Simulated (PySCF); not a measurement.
**Assignment exercise: C2H6BN**

Mapped SMILES: `[BH3-:1][C:2]#[N+:3][CH3:4]`. Hydrogens are named by the atom that carries them.

- PBE0-D3(BJ)/def2-TZVP structure
- NMR shieldings at PBE0/pcSseg-2/GIAO
- code: PySCF 2.14.0 with density-fitted response routines
- non-relativistic, single conformer, fast rotation and ring inversion assumed for equivalent nuclei, isolated molecule

Scale: ¹³C and ¹H against TMS (reference shieldings calculated alike).

Task: Assign these signals to the numbered atoms. ¹³C{¹H} NMR (computed): δ 161.1 (C), 27.4 (CH3).

Result: 
```tsv
δ (ppm)	atoms	environment	reason
161.1	C2	nitrilium-type carbon	–
27.4	C4	methyl carbon bonded to N	the inductive effect lowers its shielding
```

Task: Assign these signals to the numbered atoms. ¹H NMR (600 MHz, computed): δ 3.22 (s, 3H), 1.09 (br, 3H).

Result: 
| δ (ppm) | atoms | environment | reason |
| --- | --- | --- | --- |
| 3.22 | H(C4) | hydrogen on a methyl carbon bonded to N | its carbon carries N, which withdraws density |
| 1.09 | H(B1) | hydrogen on a boron bonded to C | – |

Hydrogens on boron are broadened and split by ¹¹B (spin 3/2, 80 %) and 10B (spin 3). A carbon bonded to boron is broadened by the quadrupolar boron nucleus and is often missing from a measured spectrum. Shifts are as computed. Against solution values, carbons near 30 ppm lie about +3 ppm off and those near 130 ppm about +9 ppm. Of 1211 compounds with measured shifts, 218 miss one by over three times the rms of a fit or turn the order of signals round; such compounds aren't used in these exercises. No couplings were computed; multiplicities are counted from neighbouring protons, with m where these are inequivalent, close in shift, in a saturated or five-membered ring or joined by F or P, and br s for small geminal =CH2 splittings.
